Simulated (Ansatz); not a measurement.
Two members of one family ((AlN)n), computed with Ansatz in the gas phase. The two geometries come from different levels. Binding counts from free atoms in the multiplicity of their measured ground term, without zero-point energy. The structures are stationary points that may keep the symmetry of their start. Remarks come from the PBE and PBE0 runs and from stability tests at other levels; not every state was tested.

First: Al5N5 (singlet, charge 0, B3LYP-D4/def2-SVP geometry).

Cartesian coordinates in Å:
```
Al -0.790 1.860 1.409
Al 1.942 -0.881 -1.234
Al -2.353 -0.435 0.588
Al 1.865 1.585 0.283
Al -0.665 -2.129 -1.046
N -2.208 -1.875 -0.336
N 0.935 -2.201 -1.667
N 0.787 2.520 1.237
N 2.785 0.515 -0.695
N -2.297 1.041 1.462
```

```csv
level,HOMO (eV),LUMO (eV),gap (eV),binding per atom (eV)
PBE-D4/def2-SVP,-5.81,-3.62,2.18,3.86
PBE-D4/def2-TZVP,-5.92,-3.73,2.19,3.89
r2SCAN-D4/def2-TZVP,-6.14,-3.51,2.64,3.73
PBE0-D4/def2-SVP,-7.00,-2.91,4.09,3.61
PBE0-D4/def2-TZVP,-7.10,-3.00,4.11,3.65
```

Second: Al6N6 (singlet, charge 0, PBE-D4/def2-SVP geometry).

```xyz
12

Al    0.6014    0.8035   -1.7117
Al   -0.3849   -0.9539    1.7447
Al    1.6696   -0.9688    0.3979
Al   -1.1320   -1.2106   -0.6459
Al   -1.3765    1.4125    0.2147
Al    1.1530    1.4342    1.0937
N     0.1926   -2.0809    0.2993
N     1.9297    0.6599   -0.5076
N    -0.9310   -0.1335   -2.1575
N     1.2373   -0.1415    2.0752
N    -1.1231    1.4250   -1.6450
N    -1.8362   -0.2459    0.8424
```

Q: Estimate the same table for the second.

A: 
| level | HOMO (eV) | LUMO (eV) | gap (eV) | binding per atom (eV) |
| --- | --- | --- | --- | --- |
| PBE-D4/def2-SVP | -4.57 | -3.51 | 1.06 | 4.07 |
| PBE-D4/def2-TZVP | -4.66 | -3.55 | 1.11 | 4.08 |
| r2SCAN-D4/def2-TZVP | -4.72 | -3.38 | 1.34 | 3.88 |
| PBE0-D4/def2-SVP | -5.45 | -2.82 | 2.62 | 3.80 |
| PBE0-D4/def2-TZVP | -5.51 | -2.85 | 2.66 | 3.83 |

Remarks: restricted SCF unstable in HF.
